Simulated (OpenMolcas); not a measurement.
Multiplet structure of Ni2+

| Property | Result |
| --- | --- |
| Program | OpenMolcas 26.06 |
| Method | CASSCF |
| Basis | ANO-RCC-VQZP [7s6p4d3f2g1h] |
| Scalar Hamiltonian | DKH2, point nucleus |
| Active space | 8 electrons in 10 orbitals (3d 4d) |
| State averaging | 2S+1 = 3 even, 10 roots; 2S+1 = 1 even, 15 roots |
| Spin-orbit coupling | state interaction with AMFI integrals over the reference wave functions, term energies averaged over their components |

Spin-free terms above the lowest, with the occupations of the reference (each correlating shell added to its valence partner):

| Configuration | Term | E (cm-1) | Occupations |
| --- | --- | --- | --- |
| 3d8 | 3F | 0.0 | 3d 8.00 |
| 3d8 | 1D | 16083 | 3d 8.00 |
| 3d8 | 3P | 18801 | 3d 8.00 |
| 3d8 | 1G | 24754 | 3d 8.00 |
| 3d8 | 1S | 60290 | 3d 8.00 |

With spin-orbit coupling, above the lowest level:

```tsv
Configuration	Term	J	E (cm-1)	Measured (cm-1)	g	Term weight %
3d8	3F	4	0.0	0.0	1.250	100
3d8	3F	3	1356	1361	1.084	100
3d8	3F	2	2284	2270	0.668	99
3d8	1D	2	16807	14032	1.060	87
3d8	3P	2	19850	16662	1.440	88
3d8	3P	1	20167	16978	1.501	100
3d8	3P	0	20437	17231		100
3d8	1G	4	25793	23109	1.000	100
3d8	1S	0	61386	52532		100
```

Against the 8 measured excited levels shown (Corliss and Sugar, J. Phys. Chem. Ref. Data 10, 197 (1981)) the mean absolute deviation is 3000 cm-1; the largest miss in energy is 3d8 1S0: computed 61386, measured 52532 cm-1 (+16.9 %).

Spin-orbit coupling puts the lowest level 1021 cm-1 below the lowest spin-free term.

For 3F the intervals divided by the larger J are -309.4, -338.9 cm-1. Landé's interval rule makes them equal in pure LS coupling; they differ by 9 % of their mean. The multiplet is inverted.

Without dynamic correlation excited terms often stand tens of per cent too high (terms of higher spin than the ground term too low), and those without a measured partner can miss by more than the paired ones. Active for correlation alone: 4d; no level in the range computed is led by a configuration that fills it, so any true level of that kind is missing. Computed and measured levels are paired by configuration, term and J; levels that our copy of the source lacks, or whose pairing is in doubt (as where it misses far off the trend of its configuration), stay unpaired and out of the deviations. Only configurations of the active space appear. The first state left out of the spin-orbit step lies near 320000 cm-1 above the lowest spin-free state of the reference (among the parities and spins computed), and the list stops at four fifths of that energy or lower.

The term weight is that of the spin-free term in the level, not the purity of its configuration.
